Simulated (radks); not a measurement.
Species: the scandium ion Sc4+. Configuration: [Ne] 3p6 3s(up 0.5, down 0.5) (fractional occupations, a model configuration). Calculated with a radial shooting solver on a logarithmic mesh with Libxc functionals: non-relativistic Kohn-Sham, PBE, spin-polarised, spherical densities, point nucleus.

Normalised radial functions P(r) = r R(r), r in bohr:

```
   r/bohr * 2s (the largest magnitude, 1.79, reaches the edge; | marks zero)
 0.002384                             | *
 0.002688                             | *
 0.003006                             | *
 0.003389                             |  *
 0.003791                             |  *
 0.004274                             |  *
 0.004781                             |   *
  0.00539                             |   *
 0.006029                             |   *
 0.006798                             |    *
 0.007604                             |    *
 0.008573                             |     *
 0.009589                             |     *
  0.01081                             |      *
  0.01219                             |       *
  0.01363                             |       *
  0.01537                             |        *
   0.0172                             |         *
  0.01939                             |         *
  0.02169                             |          *
  0.02445                             |           *
  0.02735                             |           *
  0.03083                             |            *
  0.03449                             |            *
  0.03889                             |            *
  0.04349                             |            *
  0.04904                             |           *
  0.05529                             |          *
  0.06185                             |         *
  0.06973                             |       *
  0.07799                             |     *
  0.08794                             |  *
  0.09836                             *
   0.1109                          *  |
    0.124                      *      |
   0.1399                  *          |
   0.1564              *              |
   0.1764          *                  |
   0.1989       *                     |
   0.2224    *                        |
   0.2508   *                         |
   0.2805  *                          |
   0.3163  *                          |
   0.3538    *                        |
   0.3989      *                      |
   0.4461         *                   |
    0.503             *               |
   0.5626                *            |
   0.6344                    *        |
   0.7096                      *      |
      0.8                         *   |
    0.902                          *  |
    1.009                            *|
    1.138                            *|
    1.272                             *
    1.435                             *
    1.605                             *
    1.809                             *
    2.024                             *
    2.282                             *
    2.552                             *
    2.877                             *
    3.218                             *
    3.629                             *
```

2s: eigenvalue -526.53 eV, 1 radial node at r = 0.100 bohr, <r> = 0.346 bohr, 90 % of the charge inside 0.537 bohr.
